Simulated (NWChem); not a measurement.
System: SiNH2Cl, singlet; SMILES N[Si]Cl

Input file for NWChem:

```
start job
memory heap 200 mb stack 900 mb global 1100 mb
geometry units angstroms noautosym nocenter noautoz
  Si     0.724749     0.594252     0.000000
  Cl    -0.149315    -1.335695     0.000000
  N     -0.725972     1.505227     0.000000
  H     -1.668380     1.122603     0.000000
  H     -0.713472     2.521013     0.000000
end
basis spherical
  * library 6-31g*
end
dft
  xc xpbe96 cpbe96
  iterations 150
end
property
  efieldgrad
end
task dft property
```

Low-valent species are run as closed-shell singlets; no triplet was tried in these runs. All runs use the structure optimised with PBE0/def2-SVP.

Vzz is the largest principal value of the second derivative of the potential at the nucleus (NWChem prints the opposite sign); η is the asymmetry. Non-relativistic.

Atoms are numbered as in the input.

**Question.** What results follow from this input? (PBE/6-31G* (spherical d).) Quantities: Vzz Cl2 (a.u.); η Cl2; Vzz N3 (a.u.); η N3.

**Answer.** 
* **Vzz Cl2 (a.u.)**: 1.511
* **η Cl2**: 0.45
* **Vzz N3 (a.u.)**: -0.546
* **η N3**: 0.62
